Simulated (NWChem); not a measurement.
Correlation energy of BeCl2

```xyz
3

Be     0.0000     0.0000     0.0000
Cl     0.0000     0.0000     1.8144
Cl     0.0000     0.0000    -1.8144
```
Charge 0, spin multiplicity 1.

All runs are NWChem calculations. All single points use one geometry, from PBE/def2-SVP, a minimum by its harmonic frequencies.

Basis set: def2-SVP. Each correlation energy counts from its own Hartree-Fock reference.

The correlated methods keep 11 core orbitals frozen. The structure started from a generated list of species. Coupled-cluster values serve here as a point of comparison, not as the truth.

For the correlation energy, MP2 gives -287.3 mHa and SCS-MP2 gives -277.8 mHa. What do CCSD, CCSD+T(CCSD), CCSD(T) give?

CCSD: -312.3 mHa; CCSD+T(CCSD): -318.2 mHa; CCSD(T): -318.0 mHa.
